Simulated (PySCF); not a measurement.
## A small calculation by hand: chemical shift, span and skew from a shielding tensor

GeFBr, SMILES [F][Ge][Br] (connectivity only; charge and spin as stated), neutral, multiplicity 1. Atoms are numbered in the order given.

```xyz
3

Ge     0.4308     0.9756     0.0000
F     -1.1964     1.6154     0.0000
Br    -0.0862    -1.3073     0.0000
```

Geometry: PBE0-D3(BJ)/def2-TZVP.

GIAO shieldings from PBE0/pcSseg-2 (PySCF), non-relativistic, no solvent. The symmetric part of the tensor of F2 has the principal values -245.3, 177.0, 296.5 ppm. The same nucleus in CFCl3 has σ = 165.8 ppm at this level (PySCF, at its B3LYP-D3(BJ)/def2-TZVP geometry). Without spin–orbit terms, shifts of atoms bonded to Cl or Br come out too high.

Q: Work out the isotropic shielding, the ¹⁹F shift against CFCl3, the span and the skew.

A: 
σ(iso) = (σ11 + σ22 + σ33)/3 = 76.1 ppm. δ = σ(ref) − σ(iso) = 165.8 − (76.1) = 89.7 ppm.
Span Ω = σ33 − σ11 = 541.8 ppm. Skew κ = 3(σ(iso) − σ22)/Ω = -0.56. Tumbling in solution averages the tensor to δ; in a static solid the shielding alone would spread this spin-1/2 line over Ω.
